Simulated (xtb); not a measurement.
H$_{4}$O$_{4}$Ti, quintet, geometry from GFN2-xTB of the parent state (such geometries of metal compounds can be far from the true shape) (another spin typed on purpose, not shown lowest); GFN2-xTB run with xtb 6.7.1.

xtb was given this input:
```
$ xtb mol.xyz --gfn 2 --chrg 0 --uhf 4 --json

# file mol.xyz
9

Ti     0.00000000     0.00000000    -0.00000000
O      1.24544225    -0.58253470    -1.05566096
H      2.18594291    -0.38412089    -1.04907072
O      0.70126705     0.27495552     1.56125498
H      0.42784937     0.88996160     2.24752262
O     -0.68322854     1.49335881    -0.55495166
H     -1.41360157     1.63536595    -1.16350913
O     -1.26348075    -1.18577963     0.04935764
H     -1.20019071    -2.14120665    -0.03494277
```

What the program printed (banner, timings and long lists left out):

```
   ID    Z sym.   atoms
    1   22 Ti     1
    2    8 O      2, 4, 6, 8
    3    1 H      3, 5, 7, 9

           -------------------------------------------------
          |                Calculation Setup                |
           -------------------------------------------------

           -------------------------------------------------
          |                 G F N 2 - x T B                 |
           -------------------------------------------------

          ...................................................
          :                      SETUP                      :
          :.................................................:
          :  # basis functions                  30          :
          :  # atomic orbitals                  29          :
          :  # shells                           15          :
          :  # electrons                        32          :
          :  max. iterations                   250          :
          :  Hamiltonian                  GFN2-xTB          :
          :  restarted?                      false          :
          :  GBSA solvation                  false          :
          :  PC potential                    false          :
          :  electronic temp.          300.0000000     K    :
          :  accuracy                    1.0000000          :
          :  -> integral cutoff          0.2500000E+02      :
          :  -> integral neglect         0.1000000E-07      :
          :  -> SCF convergence          0.1000000E-05 Eh   :
          :  -> wf. convergence          0.1000000E-03 e    :
          :  Broyden damping             0.4000000          :
          :  net charge                          0          :
          :  unpaired electrons                  4          :
          ...................................................

 iter      E             dE          RMSdq      gap      omega  full diag
   1    -19.4348877 -0.194349E+02  0.952E+00    1.36       0.0  T
   2    -19.7266769 -0.291789E+00  0.301E+00    1.26       1.0  T
   3    -19.7274095 -0.732622E-03  0.165E+00    1.27       1.0  T
   4    -19.7278831 -0.473656E-03  0.235E-01    1.27       1.0  T
   5    -19.7279196 -0.364712E-04  0.545E-02    1.28       1.0  T
   6    -19.7277149  0.204717E-03  0.130E-01    1.28       1.0  T
   7    -19.7278047 -0.897644E-04  0.101E-01    1.28       1.0  T
   8    -19.7279179 -0.113230E-03  0.299E-02    1.28       1.1  T
   9    -19.7279274 -0.953845E-05  0.149E-02    1.28       2.2  T
  10    -19.7279280 -0.530154E-06  0.660E-03    1.28       5.1  T
  11    -19.7279226  0.537699E-05  0.207E-02    1.28       1.6  T
  12    -19.7279282 -0.558217E-05  0.106E-03    1.28      31.4  T
  13    -19.7279282 -0.522748E-08  0.635E-04    1.28      52.5  T
  14    -19.7279282 -0.911584E-09  0.183E-05    1.28    1823.1  T

   *** convergence criteria satisfied after 14 iterations ***

         :::::::::::::::::::::::::::::::::::::::::::::::::::::
         ::                     SUMMARY                     ::
         :::::::::::::::::::::::::::::::::::::::::::::::::::::
         :: total energy             -19.610755049361 Eh    ::
         :: gradient norm              0.123793995324 Eh/a0 ::
         :: HOMO-LUMO gap              1.275965844808 eV    ::
         ::.................................................::
         :: SCC energy               -19.727921788328 Eh    ::
         :: -> isotropic ES            0.079294105179 Eh    ::
         :: -> anisotropic ES         -0.006294281698 Eh    ::
         :: -> anisotropic XC         -0.001841064691 Eh    ::
         :: -> dispersion             -0.003346675031 Eh    ::
         :: repulsion energy           0.117166738966 Eh    ::
         :: add. restraining           0.000000000000 Eh    ::
         :: total charge              -0.000000000020 e     ::
         :::::::::::::::::::::::::::::::::::::::::::::::::::::

           -------------------------------------------------
          |                Property Printout                |
           -------------------------------------------------

    * Orbital Energies and Occupations

         #    Occupation            Energy/Eh            Energy/eV
      -------------------------------------------------------------
         1        2.0000           -0.7232806             -19.6815
       ...           ...                  ...                  ...
         6        2.0000           -0.5597242             -15.2309
         7        2.0000           -0.5597241             -15.2309
         8        2.0000           -0.5552021             -15.1078
         9        2.0000           -0.4856752             -13.2159
        10        2.0000           -0.4853898             -13.2081
        11        2.0000           -0.4724472             -12.8559
        12        2.0000           -0.4724472             -12.8559
        13        1.9999           -0.4711956             -12.8219
        14        1.8722           -0.4642048             -12.6317
        15        1.0640           -0.4598312             -12.5126
        16        1.0640           -0.4598311             -12.5126
        17        1.0000           -0.2235262              -6.0825
        18        1.0000           -0.2073099              -5.6412 (HOMO)
        19                         -0.1604191              -4.3652 (LUMO)
        20                         -0.1604191              -4.3652
        21                         -0.1447206              -3.9380
        22                          0.0065078               0.1771
        23                          0.0883752               2.4048
        24                          0.0883752               2.4048
        25                          0.1059079               2.8819
        26                          0.5793990              15.7662
        27                          0.6541756              17.8010
        28                          0.7344242              19.9847
        29                          0.7344242              19.9847
      -------------------------------------------------------------
                  HL-Gap            0.0468909 Eh            1.2760 eV
             Fermi-level           -0.3232807 Eh           -8.7969 eV

     #   Z          covCN         q      C6AA      α(0)
     1  22 Ti       2.974     0.109   114.535    26.134
     2   8 O        1.532    -0.364    20.257     6.071
     3   1 H        0.822     0.337     0.617     1.233
     4   8 O        1.532    -0.364    20.257     6.071
     5   1 H        0.822     0.337     0.617     1.233
     6   8 O        1.532    -0.364    20.257     6.071
     7   1 H        0.822     0.337     0.617     1.233
     8   8 O        1.532    -0.364    20.257     6.071
     9   1 H        0.822     0.337     0.617     1.233

 Mol. C6AA /au·bohr⁶  :        940.649205
 Mol. C8AA /au·bohr⁸  :      39953.386266
 Mol. α(0) /au        :         55.349763

Wiberg/Mayer (AO) data.
largest (>0.10) Wiberg bond orders for each atom

 ---------------------------------------------------------------------------
     #   Z sym  total        # sym  WBO       # sym  WBO       # sym  WBO
 ---------------------------------------------------------------------------
     1  22 Ti   3.175 --     8 O    0.749     4 O    0.749     2 O    0.749
                             6 O    0.749
     2   8 O    2.208 --     3 H    0.839     1 Ti   0.749     4 O    0.212
                             8 O    0.212     6 O    0.195
     3   1 H    0.886 --     2 O    0.839
     4   8 O    2.208 --     5 H    0.839     1 Ti   0.749     6 O    0.212
                             2 O    0.212     8 O    0.195
     5   1 H    0.886 --     4 O    0.839
     6   8 O    2.208 --     7 H    0.839     1 Ti   0.749     4 O    0.212
                             8 O    0.212     2 O    0.195
     7   1 H    0.886 --     6 O    0.839
     8   8 O    2.208 --     9 H    0.839     1 Ti   0.749     6 O    0.212
                             2 O    0.212     4 O    0.195
     9   1 H    0.886 --     8 O    0.839
 ---------------------------------------------------------------------------

Topologies differ in total number of bonds
Writing topology from bond orders to xtbtopo.mol

molecular dipole:
                 x           y           z       tot (Debye)
 q only:       -0.000      -0.000       0.000
   full:       -0.000      -0.000       0.000       0.000
molecular quadrupole (traceless):
                xx          xy          yy          xz          yz          zz
 q only:        0.464      -0.255       0.208       0.452       0.732      -0.672
  q+dip:        0.529      -0.291       0.237       0.515       0.835      -0.767
   full:        0.595      -0.328       0.267       0.579       0.938      -0.862

           -------------------------------------------------
          | TOTAL ENERGY              -19.610755049361 Eh   |
          | GRADIENT NORM               0.123793995324 Eh/α |
          | HOMO-LUMO GAP               1.275965844808 eV   |
           -------------------------------------------------

normal termination of xtb
```
